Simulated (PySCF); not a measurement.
# Tl⁵⁶⁺: ionisation energy

Tl⁵⁶⁺ [Ar] 3d7 (4F) → Tl⁵⁷⁺ [Ar] 3d6 (5D), as a difference of total energies. Calculation: PySCF 2.14, in an even-tempered Gaussian basis (17 s from 14 bohr⁻², ratio 2.5; 13 p from 18 bohr⁻², ratio 2.5; 7 d from 18 bohr⁻², ratio 2.5; 4 f from 73 bohr⁻², ratio 2.7; 3 g from 110 bohr⁻², ratio 2.7); the spin-free X2C one-electron Hamiltonian (Gaussian nucleus). Correlated levels: outer shells: [Ne] frozen; virtual orbitals above 40 to 60 times the deepest correlated orbital energy dropped. The calculations carry no spin-orbit coupling.

```json
{"method": "UHF", "ionisation energy (eV)": "5709.0"}
{"method": "LDA", "ionisation energy (eV)": "5707.6"}
{"method": "PBE", "ionisation energy (eV)": "5709.1"}
{"method": "PBE0", "ionisation energy (eV)": "5709.6"}
{"method": "r2SCAN", "ionisation energy (eV)": "5711.5"}
{"method": "B2PLYP", "ionisation energy (eV)": "5710.0"}
{"method": "PW91", "ionisation energy (eV)": "5710.1"}
{"method": "MP2 (outer shells)", "ionisation energy (eV)": "5710.1"}
{"method": "SCS-MP2 (outer shells)", "ionisation energy (eV)": "5710.3"}
```

Spin-orbit coupling is strong in these open shells (close to jj coupling). The scalar numbers leave it out and a first-order estimate fails, so it can dominate the gap to the real levels.

Breit and QED terms and the two-electron picture change are absent.

For comparison: 5674 ± 5 eV (theoretical estimate listed by NIST; NIST Atomic Spectra Database, ionization energies).
